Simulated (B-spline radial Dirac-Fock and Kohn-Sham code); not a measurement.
A summary of the ionisation energies of phosphorus (Z = 15) against charge, from relaxed Dirac-Fock hole states (ΔSCF) with Breit and QED corrections and a finite nucleus and from the NIST table. The largest relative steps of the computed values, from charge +5 on, come at P⁵⁺ (10 electrons left, 64.57 to 219.1 eV); P⁶⁺ (9 electrons left, 219.1 to 265.2 eV); P⁷⁺ (8 electrons left, 265.2 to 314.3 eV); P¹³⁺ (2 electrons left, 611.6 to 2815.6 eV). The median of |NIST − computed| / NIST over the 15 ions is 0.73 %.

```
charge  computed (eV)  NIST (eV)
     0           8.83   10.48669
     1          18.46   19.76949
     2          29.42   30.20264
     3          49.80   51.44387
     4          64.57   65.02511
     5          219.1     220.43
     6          265.2     263.57
     7          314.3      309.6
     8          366.3     372.31
     9          421.3      424.4
    10          479.2     479.44
    11          555.7     560.62
    12          611.6    611.741
    13         2815.6   2816.909
    14         3069.9   3069.842
```
